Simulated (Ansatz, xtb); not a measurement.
# Relative energy of two isomers of C3H5GeNSi

Structure I is `C#C[Si@@H]([GeH3])C#N`, a singlet and structure II is `C#[C][Ge@@H]([SiH3])[C]#N`, a singlet. Both are isolated molecules in the gas phase, relaxed with r2SCAN-D4/def2-SVP.

I (Å):

```yaml
atoms:
  - { symbol: C, position_ang: [1.2837, 0.0009, -0.9440] }
  - { symbol: C, position_ang: [0.3619, -0.5729, -0.3857] }
  - { symbol: C, position_ang: [-2.4446, -1.5594, -0.6576] }
  - { symbol: Ge, position_ang: [-1.7347, -0.0014, 2.3217] }
  - { symbol: N, position_ang: [-3.3770, -1.6561, -1.3502] }
  - { symbol: Si, position_ang: [-1.0109, -1.3689, 0.5123] }
  - { symbol: H, position_ang: [2.0953, 0.4997, -1.4448] }
  - { symbol: H, position_ang: [-0.6264, -2.7396, 0.9487] }
  - { symbol: H, position_ang: [-2.1554, 1.3690, 1.7795] }
  - { symbol: H, position_ang: [-2.9209, -0.6673, 3.0305] }
  - { symbol: H, position_ang: [-0.5756, 0.1702, 3.3127] }
```

II (Å):

```xyz
11

C     0.9952   -1.2539   -0.6988
C     0.2821   -0.3363   -0.3283
C    -0.9051    1.1043    2.1088
Ge   -0.9030    1.0487    0.1791
N    -0.9708    1.1424    3.2714
Si   -3.1233    0.5570   -0.5315
H     1.6342   -2.0597   -1.0155
H    -0.3485    2.3990   -0.2846
H    -4.0342    1.6388   -0.0587
H    -3.5198   -0.7554    0.0520
H    -3.1338    0.4892   -2.0216
```

Quicker runs give these differences E(II) − E(I): GFN2-xTB −6.0 kcal/mol; HF/STO-3G +1.9 kcal/mol (at GFN2-xTB geometries); r2SCAN-D4/def2-SVP//GFN2-xTB +8.1 kcal/mol.

Q: Estimate which is lower in electronic energy at CCSD(T)/def2-SVP + ΔMP2/def2-TZVPP, and by roughly how much.

A: The CCSD(T)/def2-SVP + ΔMP2/def2-TZVPP calculation puts structure I lower, by 6.1 kcal/mol.

Level by level:

| level | geometry | E(II) − E(I) (kcal/mol) | departure from the last row (kcal/mol) | job, with rough time for the two |
| --- | --- | --- | --- | --- |
| GFN2-xTB | GFN2-xTB | −6.0 | −12.1 | optimisation, 0.66 s |
| HF/STO-3G | GFN2-xTB | +1.9 | −4.2 | single point, 1.6 s |
| r2SCAN-D4/def2-SVP//GFN2-xTB | GFN2-xTB | +8.1 | +1.9 | single point, 8.7 s |
| r2SCAN-D4/def2-SVP | r2SCAN-D4/def2-SVP | +9.0 | +2.8 | optimisation, 99 s |
| HF/def2-SVP | r2SCAN-D4/def2-SVP | +6.9 | +0.7 | part of the CCSD(T) run |
| MP2/def2-SVP | r2SCAN-D4/def2-SVP | +7.1 | +1.0 | part of the CCSD(T) run |
| CCSD(T)/def2-SVP | r2SCAN-D4/def2-SVP | +6.8 | +0.7 | single point |
| CCSD(T)/def2-SVP + ΔMP2/def2-TZVPP | r2SCAN-D4/def2-SVP | +6.1 |  | single point, 1.8 min |

As drawn, II has 2 C–Ge, 2 Si–H in place of 2 C–Si, 2 Ge–H.

GFN2-xTB puts the two in the other order. The largest departure from CCSD(T)/def2-SVP + ΔMP2/def2-TZVPP is that of GFN2-xTB, 12.1 kcal/mol. The last row adds to CCSD(T) the change of the MP2 difference between the two basis sets, here −0.7 kcal/mol.

With thermal terms from frequencies at re-optimised GFN2-xTB minima (ideal gas, soft modes damped towards free rotors, one conformer each, 298.15 K, 1 atm): the zero-point term adds 0.0 kcal/mol; ΔH is +6.2 and ΔG +6.1 kcal/mol.

The correlated steps freeze 18 core orbitals; the filled d shell of Ge is correlated, in a basis made for valence electrons. Codes used: Ansatz 0.2.0, xtb 6.7.1; the last row on 2 threads of AMD EPYC 7R43 64-Core Processor (Zen 3) on a shared host.
